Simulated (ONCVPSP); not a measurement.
## osmium (Os): excitation energies, all-electron against ONCV

osmium, optimised norm-conserving Vanderbilt (ONCV), made with ONCVPSP 4.0.1 (PBEsol, scalar-relativistic). Core [Kr] 4d10 4f14, reference 5s2 5p6 5d6 6s0.5 (charge +1.5). Waves: 5s+6s: rc 1.55 bohr, ncon 4, nbas 8, qcut 9.3 1/bohr, 2 projectors; 5p: rc 1.20 bohr, ncon 4, nbas 7, qcut 5.9 1/bohr, 2 projectors, debl 3.5 Ha; 5d: rc 1.80 bohr, ncon 4, nbas 8, qcut 5.4 1/bohr, 3 projectors, debl 1.1 Ha. Local part: polynomial inside 0.85 bohr (lpopt 5, dvloc0 0 Ha). Core correction: none.

Energies are relative to the spin-unpolarised reference configuration 5s2 5p6 5d6 6s0.5; without spin polarisation the order of configurations can differ from experiment.

Task: Give the all-electron excitation energy and the error of the potential for: 5s2 5p6 5d6 6s2; 5s2 5p6 5d6 6s1; 5s2 5p6 5d6 6s0; 5s2 5p6 5d7 6s0.

Result:

| valence configuration | charge | ΔE all-electron (eV) | error AE − PS (meV) |
| --- | --- | --- | --- |
| 5s2 5p6 5d6 6s2 | 0 | -17.145 | +6.0 |
| 5s2 5p6 5d6 6s1 | +1 | -7.521 | +2.5 |
| 5s2 5p6 5d6 6s0 | +2 | 9.420 | -2.8 |
| 5s2 5p6 5d7 6s0 | +1 | -8.064 | -2.5 |

Note: ghosts flagged at negative energy: s at -229.7 eV, d at -2682.2 eV; GHOST(+) flagged for p at 224.4 eV. A true bound ghost makes a file unfit for plane-wave use.
